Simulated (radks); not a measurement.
Question: The table gives one normalised radial function P(r) = r R(r) of Pt in [Xe] 4f14 5d9 6s1 (r in bohr). Calculated with a radial shooting solver on a logarithmic mesh with Libxc functionals: scalar-relativistic Kohn-Sham, LDA (Slater exchange, Perdew-Wang correlation), spin-polarised, spherical densities, point nucleus; open shells are filled with parallel spins first (spin-orbit coupling, left out, can overturn this in heavy ions).

r	P
0.0006412	0.0000
0.000883	0.0000
0.001216	0.0000
0.001675	0.0000
0.002325	0.0000
0.003201	0.0000
0.004409	0.0000
0.006071	0.0000
0.008361	0.0001
0.01151	0.0002
0.01598	0.0007
0.02201	0.0021
0.03031	0.0065
0.04174	0.0187
0.05749	0.0506
0.07917	0.1261
0.1099	0.2884
0.1513	0.5652
0.2084	0.9420
0.287	1.2936
0.3953	1.4240
0.5443	1.2381
0.7496	0.8406
1.041	0.4247
1.433	0.1581
1.973	0.0405
2.718	0.0065
3.743	0.0006
5.154	0.0000
7.155	0.0000
9.853	0.0000
13.57	0.0000

Which n and l does it have? It may be an empty orbital.

Answer: n = 4, l = 3: the number of nodes gives n - l - 1 = 0, the rise at small r (about r^(l+1), flatter next to the nucleus through relativity) gives l, and the extent must fit the shell. The curve is that of 4f up; the table hardly tells the two spins apart. 4f up: eigenvalue -70.507 eV, 0 radial nodes, <r> = 0.516 bohr, 90 % of the charge inside 0.834 bohr.
